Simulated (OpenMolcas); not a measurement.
## Fe7+, Ru7+, Os7+: d down the group

- Program: OpenMolcas 26.06
- Method: SS-CASPT2, IPEA 0.25 Eh, imaginary shift 0.1 Eh
- Basis: ANO-RCC-VQZP
- Scalar Hamiltonian: DKH2, point nucleus
- Spin-orbit coupling: RASSI with atomic mean-field integrals over the reference wave functions, term energies averaged over their components

Active space for each ion: 1 electron in 10 orbitals (d d); closed shells correlated by CASPT2: Fe7+ 3s 3p; Ru7+ 4s 4p; Os7+ 5s 5p.

Computed levels in cm-1 above 2D 3/2:

| Level | Fe7+ | Ru7+ | Os7+ |
| --- | --- | --- | --- |
| 2D 5/2 | 1810 | 4040 | 13070 |
| weight of 2D in the lowest level (%) | 100 | 100 | 100 |

Measured, with the error of the calculation in %. Measured levels: Fe7+ from Corliss and Sugar, J. Phys. Chem. Ref. Data 11, 135 (1982).

```json
{"Level": "2D 5/2", "Fe7+": "1836 (-1.4)"}
```

The fine-structure level 2D 5/2 changes by a factor of 7.22 from Fe7+ to Os7+.

CASPT2 does not keep the components of a term degenerate, so their means are used; among the terms shown or strongly mixed into the levels shown the widest spread is 11 cm-1 (3d 2D, Fe7+). With one active electron, CASPT2 adds the correlation within the correlated inactive shells and between them and that electron, and leaves the splitting within a term as the reference gives it. With one active electron outside closed inactive shells, the extra shells (4d) add no correlation to the reference (holds for Fe7+). With one active electron outside closed inactive shells, the extra shells (5d) add no correlation to the reference (holds for Ru7+). With one active electron outside closed inactive shells, the extra shells (6d) add no correlation to the reference (holds for Os7+). Computed and measured levels are paired by configuration, term and J; levels that our copy of the source lacks, or whose pairing is in doubt (as where it misses far off the trend of its configuration), stay unpaired and out of the deviations. Levels of configurations outside the active space are missing.
